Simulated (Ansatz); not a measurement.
Ta₅⁻, 5 atoms. Hardware: 4 threads of Arm Neoverse N1 on a shared host.

In the def2 sets Ta takes a core potential; there is no spin–orbit coupling. Correlated methods freeze no core orbitals; core or outer-core shells of Ta are correlated, in sets that lack core-valence functions.

**Question.** How many basis functions does each of these Ansatz runs have, and roughly what does it cost? r2SCAN-D4/def2-SVPD, charge -1 singlet, relaxation, 14 steps; CCSD(T)/def2-SVPD, charge -1 singlet, energy, from earlier orbitals; LDA (SPW92)/def2-TZVPD, charge -1 singlet, energy, from earlier orbitals; ωB97X-V/def2-TZVPD, charge -1 singlet, energy, from earlier orbitals; MP2/def2-TZVPD, charge -1 singlet, energy, from earlier orbitals; PBE-D4/def2-TZVPD, charge -1 singlet, energy and forces, from earlier orbitals; PBE0-D4/def2-TZVPD, charge -1 singlet, energy, from earlier orbitals; r2SCAN-D4/def2-TZVPD, charge -1 singlet, energy, from earlier orbitals; B97M-V/def2-TZVPD, charge -1 singlet, energy, from earlier orbitals.

**Answer.** Other jobs shared the machine, so times can vary by a factor of up to 3. A dash marks memory too small to be measured apart from the calling script's.

```json
{"run": "LDA (SPW92)/def2-TZVPD, charge -1 singlet, energy, from earlier orbitals", "functions": "215", "fitting or Cholesky vectors": "1830", "wall time": "4.6 s", "peak host memory (GiB)": "–"}
{"run": "PBE-D4/def2-TZVPD, charge -1 singlet, energy and forces, from earlier orbitals", "functions": "215", "fitting or Cholesky vectors": "1830", "wall time": "10 s", "peak host memory (GiB)": "–"}
{"run": "r2SCAN-D4/def2-TZVPD, charge -1 singlet, energy, from earlier orbitals", "functions": "215", "fitting or Cholesky vectors": "1830", "wall time": "19 s", "peak host memory (GiB)": "–"}
{"run": "PBE0-D4/def2-TZVPD, charge -1 singlet, energy, from earlier orbitals", "functions": "215", "fitting or Cholesky vectors": "2175", "wall time": "19 s", "peak host memory (GiB)": "0.87"}
{"run": "B97M-V/def2-TZVPD, charge -1 singlet, energy, from earlier orbitals", "functions": "215", "fitting or Cholesky vectors": "1830", "wall time": "44 s", "peak host memory (GiB)": "0.64"}
{"run": "MP2/def2-TZVPD, charge -1 singlet, energy, from earlier orbitals", "functions": "215", "fitting or Cholesky vectors": "1905", "wall time": "52 s", "peak host memory (GiB)": "0.95"}
{"run": "ωB97X-V/def2-TZVPD, charge -1 singlet, energy, from earlier orbitals", "functions": "215", "fitting or Cholesky vectors": "1995", "wall time": "2.8 min", "peak host memory (GiB)": "1.4"}
{"run": "r2SCAN-D4/def2-SVPD, charge -1 singlet, relaxation, 14 steps", "functions": "175", "fitting or Cholesky vectors": "1580", "wall time": "3.5 min", "peak host memory (GiB)": "–"}
{"run": "CCSD(T)/def2-SVPD, charge -1 singlet, energy, from earlier orbitals", "functions": "175", "fitting or Cholesky vectors": "1600", "wall time": "14 min", "peak host memory (GiB)": "3.5"}
```
